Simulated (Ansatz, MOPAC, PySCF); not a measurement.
System: selenium dioxide, SeO$_{2}$, charge 0, multiplicity 1. SMILES: O=[Se]=O
Structure (B3LYP-D3(BJ)/def2-TZVP (Ansatz, an electronic-structure program) minimum search):
```
Se
O 1 1.6119
O 1 1.6119 2 113.77
```
Charge 0, spin multiplicity 1.

Property: size of the dipole moment, in D. Conventions: non-relativistic; six Cartesian d functions in 6-31G* and its kin unless marked 5d; no dispersion term unless named; LANL2DZ with its own core potentials from Na on; PM7 with its own dispersion and hydrogen-bond terms; spin-orbit terms left out. Ab initio and DFT rows: single points at B3LYP-D3(BJ) geometries (Ansatz). Semi-empirical rows: dipoles at the shared geometry.

| level | program | size of the dipole moment (D) |
|---|---|---|
| PM7 | MOPAC | 4.94 |
| SVWN5/6-31G* | Ansatz | 2.48 |
| PBE/STO-3G | Ansatz | 1.16 |
| PBE/6-31G* with LANL2DZ past Ar | Ansatz | 2.71 |
| BP86/6-31G* with LANL2DZ past Ar (5d) | PySCF | 2.77 |
| B3LYP/6-31G | Ansatz | 3.17 |
| B3LYP/6-31G* | Ansatz | 2.73 |
| B3LYP/6-31G* with LANL2DZ past Ar | Ansatz | 3.02 |
| PBE0/6-31G* with LANL2DZ past Ar | Ansatz | 3.05 |
| M06-2X/6-31G* with LANL2DZ past Ar (5d) | PySCF | 3.35 |

No value to compare with is used here. The 10 habitual levels span 1.16 (PBE/STO-3G) to 4.94 D (PM7).

The levels are drawn from those run, B3LYP/6-31G* more often than the rest, none by its result; runs whose electronic state is in doubt are left out.
